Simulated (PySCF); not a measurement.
**Orbital picture of YbCl**

r²SCAN0 at R = 2.488 Å; basis Yb x2c-TZVPall, Cl x2c-TZVPall; spin-free X2C with a Gaussian nucleus; PySCF 2.14. State: doublet, about 14.0 electrons in the 4f shell (Mulliken). Only the outer orbitals are listed, counted within each symmetry.

| spin | orbital | occ. | ε (eV) | on Yb (%) | main shells (%) |
| --- | --- | --- | --- | --- | --- |
| α | 1φ | 1 | -5.83 | 100 | 100 Yb f |
| α | 1φ | 1 | -5.83 | 100 | 100 Yb f |
| α | 3δ | 1 | -5.79 | 100 | 100 Yb f |
| α | 3δ | 1 | -5.79 | 100 | 100 Yb f |
| α | 9π | 1 | -5.75 | 99 | 99 Yb f |
| α | 9π | 1 | -5.75 | 99 | 99 Yb f |
| α | 17σ | 1 | -5.74 | 99 | 98 Yb f |
| α | 18σ | 1 | -4.62 | 97 | 81 Yb s, 12 Yb p |
| α | 10π | 0 | -1.12 | 100 | 80 Yb p, 20 Yb d |
| α | 10π | 0 | -1.12 | 100 | 80 Yb p, 20 Yb d |
| α | 19σ | 0 | -0.79 | 99 | 52 Yb p, 45 Yb d |
| β | 1φ | 1 | -5.82 | 100 | 100 Yb f |
| β | 1φ | 1 | -5.82 | 100 | 100 Yb f |
| β | 3δ | 1 | -5.76 | 100 | 100 Yb f |
| β | 3δ | 1 | -5.76 | 100 | 100 Yb f |
| β | 9π | 1 | -5.72 | 99 | 99 Yb f |
| β | 9π | 1 | -5.72 | 99 | 99 Yb f |
| β | 17σ | 1 | -5.61 | 99 | 97 Yb f |
| β | 18σ | 0 | -2.42 | 98 | 82 Yb s, 13 Yb p |
| β | 10π | 0 | -0.89 | 100 | 77 Yb p, 23 Yb d |
| β | 10π | 0 | -0.89 | 100 | 77 Yb p, 23 Yb d |

Task: Which are the highest filled and the lowest empty level, where do they sit, and how wide is the gap?

Result: Highest filled α 18σ at -4.62 eV (in %: 81 Yb s, 12 Yb p); lowest empty β 18σ at -2.42 eV (in %: 82 Yb s, 13 Yb p); the gap at r²SCAN0 is 2.20 eV.

The bond order (Mayer) is 0.87. The ⟨S²⟩ is 0.751, the charge on Yb (Mulliken, basis-dependent) is 0.54 and the charge on Yb (Löwdin, basis-dependent) is 0.17. The dipole moment (positive dipole means Yb(−)Cl(+)) is -4.75 D.

Spin–orbit coupling is left out. The state is the lowest single determinant that the PBE0 search found; with open d or f shells the true ground state can be another one.
